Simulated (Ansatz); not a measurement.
Total energies of `C[CH2][In]([F])[CH2]C`.

```xyz
16

C    -1.9934   -2.2585   -0.2301
C    -1.2393   -1.3633   -1.2043
In   -0.1008    0.1624   -0.2082
F    -1.0134    0.4655    1.5333
C     1.5527    1.5336   -0.2517
C     1.9817    1.9784    1.1400
H    -2.6131   -1.6769    0.4546
H    -2.6441   -2.9598   -0.7624
H    -1.3127   -2.8518    0.3853
H    -0.5719   -1.9367   -1.8523
H    -1.9315   -0.8334   -1.8666
H     2.3755    1.0727   -0.8038
H     1.2200    2.3861   -0.8523
H     1.1451    2.3868    1.7090
H     2.3851    1.1484    1.7243
H     2.7602    2.7463    1.0853
```

The species carries charge 0 and has multiplicity 1. Correlated methods include outer-core shells of In, which these sets cover unevenly. In: def2 effective core potential. The geometry is a stationary point of PBE0-D4/def2-TZVP. It is one conformer, not always the lowest. Basis def2-TZVPP, the Gaussian-basis code of Ansatz.

RPA on PBE orbitals: Hartree–Fock energy of these orbitals -445.98688 Eh, correlation -1.99219 Eh (frozen core).

```csv
functional,kind,energy without D4 (Eh),D4 term (kJ/mol)
LDA (SPW92),LDA,-446.08113,–
PBE,GGA,-448.23156,-29.1
revPBE,GGA,-448.52024,-87.3
BLYP,GGA,-448.40508,-63.2
r2SCAN,meta-GGA,-448.48331,-7.3
B3LYP,"global hybrid, 20 %",-448.63387,-46.8
HSE06 (plane-wave form),screened hybrid,-448.24301,-23.1
BHLYP,"global hybrid, 50 %",-448.33020,-37.2
B2PLYP,double hybrid,-448.13235,–
PBE-QIDH,double hybrid,-448.02359,–
```

Question: Give the same for B97M-V, PBE0, r2SCANh, r2SCAN0, CAM-B3LYP, LC-ωPBE, ωB97X-V, ωB97M-V. (Best estimate.)

Answer: Computed: 
| functional | kind | energy without D4 (Eh) | D4 term (kJ/mol) |
| --- | --- | --- | --- |
| B97M-V | meta-GGA with VV10 | -448.52270 | – |
| PBE0 | global hybrid, 25 % exact exchange | -448.25875 | -24.7 |
| r2SCANh | meta-GGA hybrid, 10 % | -448.45785 | -7.8 |
| r2SCAN0 | meta-GGA hybrid, 25 % | -448.42152 | -8.6 |
| CAM-B3LYP | range-separated hybrid | -448.41454 | -25.2 |
| LC-ωPBE | long-range corrected hybrid | -448.43708 | – |
| ωB97X-V | range-separated hybrid GGA with VV10 | -448.45593 | – |
| ωB97M-V | range-separated hybrid meta-GGA with VV10 | -448.37727 | – |

B3LYP takes the VWN-RPA correlation (the form of Gaussian; ORCA's B3LYP/G). HSE06 is the plane-wave form, built on full-range PBE exchange. The double hybrids freeze the cores in their second-order part.

LC-ωPBE has ω = 0.4 bohr⁻¹.
